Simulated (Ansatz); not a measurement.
Gas-phase electronic energies from Ansatz, PBE0-D4/def2-TZVP geometries. CCSD(T)/CBS is the MP2 limit (def2-TZVPP, def2-QZVPP) plus CCSD(T) − MP2 in def2-TZVPP, frozen cores. This one scheme is used for every species. Functionals use def2-TZVPP. B3LYP here is the variant with VWN-RPA as its local correlation; programs differ in this. One conformer a species, not always the lowest.

Reaction (hydrogenolysis of a B–O bond): `OB(O[SiH3])O[SiH3]` + H₂ → `[SiH3]OBO[SiH3]` + H₂O

`OB(O[SiH3])O[SiH3]`:

Z-matrix (Å, degrees):
```
Si
O 1 1.654
H 1 1.484 2 110.6
H 1 1.484 2 110.6 3 -121.8
H 1 1.482 2 106.3 3 119.1
B 2 1.365 1 128.5 3 61.0
O 6 1.364 2 120.7 1 -180.0
O 6 1.364 2 120.1 1 0.0
H 7 0.960 6 112.5 2 0.0
Si 8 1.653 6 130.8 2 179.9
H 10 1.482 8 106.3 6 -179.6
H 10 1.484 8 110.5 6 61.3
H 10 1.484 8 110.5 6 -60.4
```

H₂:

Z-matrix (Å, degrees):
```
H
H 1 0.746
```

`[SiH3]OBO[SiH3]`:

Z-matrix (Å, degrees):
```
Si
O 1 1.652
H 1 1.482 2 108.2
H 1 1.485 2 110.3 3 120.5
H 1 1.482 2 108.3 3 -119.0
B 2 1.361 1 133.2 3 -121.6
O 6 1.353 2 119.6 1 -179.8
H 6 1.199 2 121.1 1 0.2
Si 7 1.659 6 129.3 2 0.0
H 9 1.481 7 106.4 6 179.4
H 9 1.484 7 110.5 6 -61.4
H 9 1.484 7 110.5 6 60.2
```

H₂O:

Cartesian coordinates in Å:
```
O 0.163 0.329 0.130
H -0.307 -0.332 0.642
H 0.145 0.004 -0.772
```

CCSD(T)/CBS gives +104.3 kJ/mol.

**Question.** Another level gave +114.2 kJ/mol. Which?
A. BLYP-D4/def2-TZVPP
B. B3LYP/def2-TZVPP
C. B97M-V/def2-TZVPP
D. revPBE/def2-TZVPP

**Answer.** C. B97M-V 114.2, BLYP-D4 108.3, B3LYP 103.0, revPBE 96.6 kJ/mol.

Largest T1 diagnostic among the species: 0.013.

At CCSD(T), def2-SVP lies +21.4 kJ/mol from the extrapolated value and def2-TZVPP +3.2 kJ/mol. From BLYP to BHLYP (50 % exact exchange), in def2-TZVPP and without D4, ΔE moves by +6.2 kJ/mol.

CCSD(T)/CBS has its own doubt, a few kJ/mol and more with outer-core shells, so smaller differences from it don't rank the levels.
